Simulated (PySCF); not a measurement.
Spin-orbit coupling and the second ionisation energy along group 13

Two-component X2C-1e calculated with PySCF 2.14: MP2 on generalised Hartree-Fock spinors (GMP2), with spin-orbit coupling off and on (screened by Boettger's factors); no Breit or QED terms. Values in eV; the references (NIST) lie between the lowest levels. Elements whose determinants are no pure J levels are left out.

| element | configurations | spin-free | with spin-orbit | shift | reference |
| --- | --- | --- | --- | --- | --- |
| B (x2c-TZVPPall-2c, 1s2 frozen) | [He] 2s2 → [He] 2s1 | 24.412 | 24.412 | 0.000 | 25.155 |
| Al (x2c-TZVPPall-2c, [Ne] frozen) | [Ne] 3s2 → [Ne] 3s1 | 18.307 | 18.307 | 0.000 | 18.829 |
| Ga (x2c-TZVPPall-2c, [Ne] frozen) | [Ar] 3d10 4s2 → [Ar] 3d10 4s1 | 19.962 | 19.963 | 0.000 | 20.515 |
| In (x2c-TZVPPall-2c, [Ar] 3d10 frozen) | [Kr] 4d10 5s2 → [Kr] 4d10 5s1 | 18.769 | 18.772 | 0.003 | 18.870 |
| Tl (x2c-TZVPPall-2c, [Kr] 4d10 4f14 frozen) | [Xe] 4f14 5d10 6s2 → [Xe] 4f14 5d10 6s1 | 20.401 | 20.433 | 0.032 | 20.428 |

What remains against the references is mostly the basis and correlation beyond MP2.
